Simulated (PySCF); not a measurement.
# Radial density of W⁴⁴⁺ (tungsten, charge +44)

PW91, [Ar] 3d10 4s2, closed-shell 1S. Calculation: PySCF 2.14, in an even-tempered Gaussian basis (17 s from 5.2 bohr⁻², ratio 2.5; 11 p from 6.7 bohr⁻², ratio 2.5; 8 d from 12 bohr⁻², ratio 2.5; 4 f from 31 bohr⁻², ratio 2.7; 4 g from 46 bohr⁻², ratio 2.7); the non-relativistic Hamiltonian (point nucleus).

```
r (bohr)  4πr²ρ (e/bohr)
0.000368          0.4697
0.000619           1.280
 0.00104           3.403
 0.00175           8.666
 0.00295           20.54
 0.00496           43.21
 0.00834           74.54
  0.0140           94.49
  0.0236           86.61
  0.0397           100.5
  0.0668           128.2
   0.112           97.70
   0.189           104.5
   0.318           24.62
   0.534           4.403
   0.899         0.05891
```

A non-relativistic calculation at this Z misses sizeable relativistic shifts. Spin-orbit coupling, which splits the p, d and f shells strongly at this Z, is absent.
